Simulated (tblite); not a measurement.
Parent: `[N:1]#[C:2][C:3]1=[N:4][SiH2:5][CH2:6]1`, C3H4N2Si.

Computed geometry: GFN2-xTB, gas phase. One conformer each, not checked by frequencies here.

| coordinate of the parent | value |
| --- | --- |
| N1≡C2 | 1.147 Å |
| C2–C3 | 1.413 Å |
| C3=N4 | 1.286 Å |
| N4–Si5 | 1.789 Å |
| Si5–C6 | 1.934 Å |
| C3–C6 | 1.501 Å |
| N1–C2–C3 | 176.5° |
| C2–C3–N4 | 125.6° |
| C2–C3–C6 | 124.8° |
| N4–C3–C6 | 109.7° |
| C3–N4–Si5 | 93.4° |
| N4–Si5–C6 | 75.5° |
| C3–C6–Si5 | 81.4° |

Question: How does the shared frame change in `[N:1]#[C:2][C:3]1=[N:4][Si@@H:5]([NH:6][CH:7]=[O:8])[CH2:9]1` with N4–Si5–N6–C7 170°, Si5–N6–C7–O8 -3°, C4H5N3OSi? Atoms pair as N1 = N1, C2 = C2, C3 = C3, N4 = N4, Si5 = Si5, C6 = C9 (parent first).

Answer: 
| parent | relative | value in the relative | change |
| --- | --- | --- | --- |
| N1≡C2 | N1≡C2 | 1.147 Å | 0.000 |
| C2–C3 | C2–C3 | 1.412 Å | -0.001 |
| C3=N4 | C3=N4 | 1.284 Å | -0.002 |
| N4–Si5 | N4–Si5 | 1.794 Å | +0.005 |
| Si5–C6 | Si5–C9 | 1.926 Å | -0.008 |
| C3–C6 | C3–C9 | 1.504 Å | +0.003 |
| N1–C2–C3 | N1–C2–C3 | 177.0° | +0.5 |
| C2–C3–N4 | C2–C3–N4 | 125.4° | -0.2 |
| C2–C3–C6 | C2–C3–C9 | 124.7° | -0.1 |
| N4–C3–C6 | N4–C3–C9 | 109.9° | +0.2 |
| C3–N4–Si5 | C3–N4–Si5 | 93.0° | -0.4 |
| N4–Si5–C6 | N4–Si5–C9 | 75.7° | +0.2 |
| C3–C6–Si5 | C3–C9–Si5 | 81.4° | 0.0 |

Of the parent's bonds, Si5–C6 changes most (-0.008 Å). Bonds of the relative outside the shared frame: Si5–N6 1.752, N6–C7 1.338, C7=O8 1.209 Å. Point group Cs → C1.

Question: How does the shared frame change in `[N:1]#[C:2][C:3]1=[N:4][Si@@H:5]([O:6][SiH3:7])[CH2:8]1` with N4–Si5–O6–Si7 15°, C3H6N2OSi2? Atoms pair as N1 = N1, C2 = C2, C3 = C3, N4 = N4, Si5 = Si5, C6 = C8 (parent first).

Answer: 
```
   parent   relative  value in the relative  change
    N1≡C2      N1≡C2                1.147 Å   0.000
    C2–C3      C2–C3                1.412 Å  -0.001
    C3=N4      C3=N4                1.285 Å  -0.001
   N4–Si5     N4–Si5                1.790 Å  +0.001
   Si5–C6     Si5–C8                1.929 Å  -0.005
    C3–C6      C3–C8                1.503 Å  +0.002
 N1–C2–C3   N1–C2–C3                 176.6°    +0.1
 C2–C3–N4   C2–C3–N4                 125.4°    -0.2
 C2–C3–C6   C2–C3–C8                 124.6°    -0.2
 N4–C3–C6   N4–C3–C8                 110.0°    +0.3
C3–N4–Si5  C3–N4–Si5                  93.0°    -0.4
N4–Si5–C6  N4–Si5–C8                  75.7°    +0.2
C3–C6–Si5  C3–C8–Si5                  81.2°    -0.2
```

Of the parent's bonds, Si5–C6 changes most (-0.005 Å). Bonds of the relative outside the shared frame: Si5–O6 1.604, O6–Si7 1.634 Å. Point group Cs → C1.

Question: How does the shared frame change in `[CH3:1][N:2]([CH3:3])[Si@H:4]1[CH2:5][C:6]([C:7]#[N:8])=[N:9]1` with C1–N2–Si4–C5 -121°, C5H9N3Si? Atoms pair as N1 = N8, C2 = C7, C3 = C6, N4 = N9, Si5 = Si4, C6 = C5 (parent first).

Answer: 
```
   parent   relative  value in the relative  change
    N1≡C2      N8≡C7                1.147 Å   0.000
    C2–C3      C7–C6                1.412 Å  -0.001
    C3=N4      C6=N9                1.284 Å  -0.002
   N4–Si5     N9–Si4                1.788 Å  -0.001
   Si5–C6     Si4–C5                1.930 Å  -0.004
    C3–C6      C6–C5                1.500 Å  -0.001
 N1–C2–C3   N8–C7–C6                 176.6°    +0.1
 C2–C3–N4   C7–C6–N9                 125.4°    -0.2
 C2–C3–C6   C7–C6–C5                 124.4°    -0.4
 N4–C3–C6   N9–C6–C5                 110.2°    +0.5
C3–N4–Si5  C6–N9–Si4                  92.8°    -0.6
N4–Si5–C6  N9–Si4–C5                  75.8°    +0.3
C3–C6–Si5  C6–C5–Si4                  81.0°    -0.4
```

Of the parent's bonds, Si5–C6 changes most (-0.004 Å). Bonds of the relative outside the shared frame: C1–N2 1.447, N2–C3 1.443, N2–Si4 1.709 Å. Point group Cs → C1.

Question: How does the shared frame change in `[CH3:1][C:2]([CH3:3])([CH3:4])[Si@H:5]1[CH2:6][C:7]([C:8]#[N:9])=[N:10]1`, C7H12N2Si? Atoms pair as N1 = N9, C2 = C8, C3 = C7, N4 = N10, Si5 = Si5, C6 = C6 (parent first).

Answer: 
```tsv
parent	relative	value in the relative	change
N1≡C2	N9≡C8	1.147 Å	0.000
C2–C3	C8–C7	1.411 Å	-0.002
C3=N4	C7=N10	1.285 Å	-0.001
N4–Si5	N10–Si5	1.791 Å	+0.002
Si5–C6	Si5–C6	1.934 Å	0.000
C3–C6	C7–C6	1.499 Å	-0.002
N1–C2–C3	N9–C8–C7	176.7°	+0.2
C2–C3–N4	C8–C7–N10	125.4°	-0.2
C2–C3–C6	C8–C7–C6	124.6°	-0.2
N4–C3–C6	N10–C7–C6	110.0°	+0.3
C3–N4–Si5	C7–N10–Si5	93.2°	-0.2
N4–Si5–C6	N10–Si5–C6	75.5°	0.0
C3–C6–Si5	C7–C6–Si5	81.3°	-0.1
```

No shared bond changes by more than 0.004 Å. Bonds of the relative outside the shared frame: C1–C2 1.529, C2–C3 1.528, C2–C4 1.531, C2–Si5 1.906 Å. Point group Cs → C1.
